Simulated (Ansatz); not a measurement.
Reactions of C3H5FSi (`F[SiH]1C=CC1`).

Program: Ansatz. Geometries: PBE0-D4/def2-TZVP. ΔE: electronic, gas phase. CCSD(T)/CBS adds triple-zeta CCSD(T) − MP2 to the extrapolated MP2 energy (def2 sets, frozen cores). This one scheme is used for every species, atoms too. DFT in def2-TZVPP. B3LYP here is the variant with VWN-RPA as its local correlation; programs differ in this. Open shells (•) are unrestricted, without spin–orbit coupling. Spin–orbit coupling would lower the free atoms: a little for C, F, Si.

```json
{"reaction": "`F[SiH]1C=CC1` → `F/C=C1/C[SiH2]1`", "CCSD(T)/CBS(def2) (kJ/mol)": "314"}
{"reaction": "`F[SiH]1C=CC1` → `FC1([SiH3])C=C1`", "CCSD(T)/CBS(def2) (kJ/mol)": "?"}
{"reaction": "`F[SiH]1C=CC1` → 3 C• + F• + 5 H• + Si•", "CCSD(T)/CBS(def2) (kJ/mol)": "4150"}
{"reaction": "`F[SiH]1C=CC1` + H₂ → `C1=C[SiH2]C1` + H–F", "CCSD(T)/CBS(def2) (kJ/mol)": "125"}
{"reaction": "`F[SiH]1C=CC1` → `FC1C=C[SiH2]1`", "CCSD(T)/CBS(def2) (kJ/mol)": "243"}
```

Task: Fill in the missing values. (An estimate is asked.)

Result: Computed: `F[SiH]1C=CC1` → `FC1([SiH3])C=C1`: +370.4 kJ/mol.

Largest T1 diagnostic: 0.013, for `F/C=C1/C[SiH2]1`.
